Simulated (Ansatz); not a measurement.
Born–Oppenheimer molecular dynamics of BrFGaH$_{3}$ (6 atoms, charge 0, multiplicity 1). It starts at the highest image of a converged band, a first-order saddle point between two minima.

All numbers below come from UKS B3LYP-D4/def2-SVP (Ansatz 0.2.0).

```json
{
  "ensemble": "NVE (velocity Verlet)",
  "time step": "0.5 fs",
  "steps asked": "200",
  "starting velocities drawn for": "100 K",
  "seed": "6483"
}
```

Frames 1 fs apart, positions in Å, forces in eV/Å.

Velocities at 75 fs (Å/ps):

```
Ga 0.40 0.40 -1.84
Br -0.67 -0.97 0.83
H -12.29 6.94 2.22
H 3.26 -4.61 1.73
H 2.54 1.83 21.36
F 1.70 2.40 1.91
```

```xyz
6
Properties=species:S:1:pos:R:3:forces:R:3 time_fs=75 energy_less_start_eV=-0.019 T=137
Ga -0.454 -0.661 0.350 -0.08 0.41 -0.56
Br 0.561 0.899 -1.779 -0.25 -0.45 0.41
H 0.372 -1.954 0.468 0.16 -0.12 -0.02
H -1.944 -0.238 0.464 0.05 0.01 0.01
H 0.812 1.128 -0.088 0.01 0.06 0.29
F 0.634 0.827 1.011 0.10 0.09 -0.13
6
Properties=species:S:1:pos:R:3:forces:R:3 time_fs=76 energy_less_start_eV=-0.025 T=148
Ga -0.453 -0.660 0.348 -0.15 0.50 -0.65
Br 0.560 0.898 -1.778 -0.26 -0.48 0.44
H 0.361 -1.948 0.470 0.27 -0.26 0.00
H -1.941 -0.242 0.466 -0.01 0.04 0.02
H 0.814 1.130 -0.065 0.02 0.06 0.27
F 0.636 0.829 1.013 0.13 0.13 -0.09
6
Properties=species:S:1:pos:R:3:forces:R:3 time_fs=77 energy_less_start_eV=-0.030 T=159
Ga -0.453 -0.660 0.346 -0.20 0.54 -0.76
Br 0.559 0.897 -1.778 -0.28 -0.51 0.47
H 0.352 -1.944 0.473 0.35 -0.35 0.02
H -1.937 -0.246 0.468 -0.06 0.07 0.03
H 0.817 1.133 -0.040 0.02 0.08 0.23
F 0.637 0.832 1.014 0.17 0.17 0.00
6
Properties=species:S:1:pos:R:3:forces:R:3 time_fs=78 energy_less_start_eV=-0.037 T=173
Ga -0.452 -0.659 0.344 -0.21 0.52 -0.86
Br 0.559 0.896 -1.777 -0.30 -0.54 0.49
H 0.347 -1.944 0.475 0.39 -0.38 0.04
H -1.935 -0.250 0.470 -0.10 0.10 0.05
H 0.820 1.137 -0.012 0.04 0.11 0.13
F 0.639 0.834 1.016 0.19 0.20 0.15
6
Properties=species:S:1:pos:R:3:forces:R:3 time_fs=79 energy_less_start_eV=-0.045 T=188
Ga -0.452 -0.659 0.342 -0.19 0.44 -0.96
Br 0.558 0.895 -1.776 -0.33 -0.58 0.51
H 0.345 -1.947 0.478 0.37 -0.34 0.05
H -1.933 -0.252 0.473 -0.13 0.11 0.06
H 0.824 1.141 0.017 0.08 0.16 -0.02
F 0.641 0.837 1.018 0.20 0.20 0.37
6
Properties=species:S:1:pos:R:3:forces:R:3 time_fs=80 energy_less_start_eV=-0.052 T=201
Ga -0.452 -0.658 0.339 -0.14 0.31 -1.05
Br 0.557 0.894 -1.774 -0.35 -0.61 0.52
H 0.347 -1.953 0.481 0.31 -0.23 0.05
H -1.932 -0.254 0.477 -0.13 0.12 0.07
H 0.828 1.147 0.045 0.12 0.22 -0.24
F 0.643 0.840 1.020 0.19 0.18 0.65
6
Properties=species:S:1:pos:R:3:forces:R:3 time_fs=81 energy_less_start_eV=-0.056 T=209
Ga -0.452 -0.657 0.337 -0.07 0.17 -1.12
Br 0.556 0.892 -1.773 -0.37 -0.64 0.53
H 0.351 -1.962 0.485 0.22 -0.08 0.04
H -1.933 -0.254 0.481 -0.12 0.12 0.08
H 0.833 1.155 0.071 0.17 0.30 -0.48
F 0.646 0.842 1.023 0.17 0.13 0.95
6
Properties=species:S:1:pos:R:3:forces:R:3 time_fs=82 energy_less_start_eV=-0.059 T=215
Ga -0.451 -0.656 0.334 0.00 0.03 -1.15
Br 0.555 0.891 -1.772 -0.39 -0.65 0.55
H 0.358 -1.971 0.489 0.12 0.08 0.02
H -1.935 -0.253 0.485 -0.08 0.11 0.08
H 0.840 1.166 0.093 0.20 0.34 -0.68
F 0.648 0.845 1.026 0.14 0.09 1.18
6
Properties=species:S:1:pos:R:3:forces:R:3 time_fs=83 energy_less_start_eV=-0.065 T=226
Ga -0.451 -0.656 0.332 0.08 -0.07 -1.15
Br 0.554 0.889 -1.771 -0.39 -0.66 0.57
H 0.366 -1.980 0.493 0.02 0.24 0.00
H -1.937 -0.252 0.491 -0.02 0.09 0.07
H 0.849 1.180 0.108 0.18 0.32 -0.73
F 0.650 0.848 1.029 0.14 0.08 1.24
6
Properties=species:S:1:pos:R:3:forces:R:3 time_fs=84 energy_less_start_eV=-0.075 T=245
Ga -0.451 -0.655 0.329 0.15 -0.11 -1.12
Br 0.553 0.888 -1.769 -0.39 -0.65 0.59
H 0.374 -1.986 0.497 -0.07 0.36 -0.02
H -1.940 -0.249 0.497 0.04 0.06 0.06
H 0.859 1.197 0.116 0.12 0.21 -0.61
F 0.653 0.851 1.033 0.16 0.12 1.09
6
Properties=species:S:1:pos:R:3:forces:R:3 time_fs=85 energy_less_start_eV=-0.086 T=267
Ga -0.450 -0.654 0.326 0.20 -0.10 -1.06
Br 0.552 0.886 -1.768 -0.38 -0.63 0.62
H 0.382 -1.989 0.501 -0.13 0.44 -0.04
H -1.942 -0.246 0.504 0.09 0.04 0.05
H 0.871 1.217 0.119 0.00 0.03 -0.36
F 0.655 0.854 1.038 0.21 0.22 0.79
6
Properties=species:S:1:pos:R:3:forces:R:3 time_fs=86 energy_less_start_eV=-0.094 T=282
Ga -0.450 -0.653 0.322 0.24 -0.04 -0.99
Br 0.551 0.885 -1.766 -0.36 -0.61 0.66
H 0.388 -1.988 0.505 -0.16 0.47 -0.06
H -1.944 -0.242 0.512 0.14 0.02 0.02
H 0.883 1.236 0.118 -0.13 -0.18 -0.06
F 0.658 0.858 1.043 0.27 0.33 0.43
```

Of the whole run (100 fs, mean temperature of the second half 190 K): The conserved energy stayed within 0.035 meV per atom of its start (net change -0.0012 meV per atom), so the integration is sound. The kinetic energy rose, since the run started high on the potential surface and went downhill. A run of 0.1 ps of so small a system gives no equilibrium averages. The orbitals were unrestricted but ended closed-shell.

Time of the run: 6.3 min on 2 threads of Intel(R) Xeon(R) 6975P-C (Granite Rapids), with other jobs on the host, peak memory 0.32 GiB.
